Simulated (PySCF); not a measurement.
CH5O3Sb, SMILES [Sb]([OH])([OH])[O]C.

Geometry optimised at B3LYP-D3(BJ)/def2-SVP. The structure was generated by enumeration; whether it is a known compound was not checked. The def2 effective core potentials stand for the cores of Sb; spin–orbit coupling is left out. Other conformers were not sampled.

Two levels are set side by side: PBE/def2-TZVP (PySCF) and B3LYP/def2-TZVP (PySCF). Same geometry, gas phase. Differences are taken from unrounded values.

```
quantity                     B3LYP    PBE  PBE minus B3LYP
---------------------------  -----  -----  ---------------
orbital gap (eV)              6.30   4.51            -1.79
highest occupied level (eV)  -7.66  -6.35             1.31
lowest empty level (eV)      -1.36  -1.85            -0.48
dipole moment (D)             1.78   1.69            -0.09
mean polarisability (bohr³)   61.4   64.0              2.6
```

Without exact exchange PBE keeps part of each electron's self-repulsion, which lifts occupied levels and narrows the gap. PBE's more diffuse valence density responds more strongly to a field. Differences between two approximate levels are no errors against the true value.

Rough cost on one machine, each run with all the roots and properties that it gave: B3LYP against PBE within a factor of 2.
